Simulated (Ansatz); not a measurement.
Ideal-gas functions of `[OH][Ti]([OH])([SeH])[SeH]` at 800 K and 1 bar, from an Ansatz frequency run at PBE0-D4/def2-TZVP.

Molar mass 241.82 g/mol, point group C1 (symmetry number 1), electronic degeneracy 1, moments of inertia 278.582, 722.29, 834.36 u Å². Harmonic wavenumbers (cm⁻¹, unscaled): 68, 107, 119, 133, 154, 175, 193, 249, 282, 296, 319, 389, 405, 469, 473, 783, 824, 2428, 2437, 3937, 3945.

Use S(trans) = R[1.5 ln M + 2.5 ln T − 1.1517]; rotational temperatures θ = 24.2544 K / I; S(rot) = R[ln(√π/σ · √(T³/θAθBθC)) + 1.5]; for each mode x = 1.438777 ν̃/T, S = R[x/(eˣ − 1) − ln(1 − e⁻ˣ)] and H = RT x/(eˣ − 1); 1 cm⁻¹ = 0.0119627 kJ/mol; R = 8.31446 J/(mol·K).

By hand: the entropy, in J/(mol·K).

Translation 197.8. Rotation: θ = 0.0871, 0.0336, 0.0291 K, giving 139.6. Vibration, mode by mode: 25.79, 22.03, 21.15, 20.23, 19.02, 17.96, 17.15, 15.06, 14.05, 13.65, 13.05, 11.45, 11.13, 9.97, 9.91, 6.12, 5.77, 0.57, 0.57, 0.06, 0.06, in all 254.7. Electronic 0.0. Sum 592.1 J/(mol·K).

By hand: H − E and G − E in kJ/mol, counted from the electronic energy.

Zero-point energy ½ × 18185 × 0.0119627 = 108.8; thermal vibration 85.8; translation, rotation and pV give 4 RT = 26.6. H − E = 221.2 kJ/mol, and G − E = 221.2 − 800 × 592.1/1000 = -252.5 kJ/mol.

Vibration gives 43 % of the entropy, 89.2 J/(mol·K) of it from the modes under 150 cm⁻¹: soft modes count most, and the harmonic formula is weakest for them. The sum counts one conformer and one mirror image; others add a mixing term.
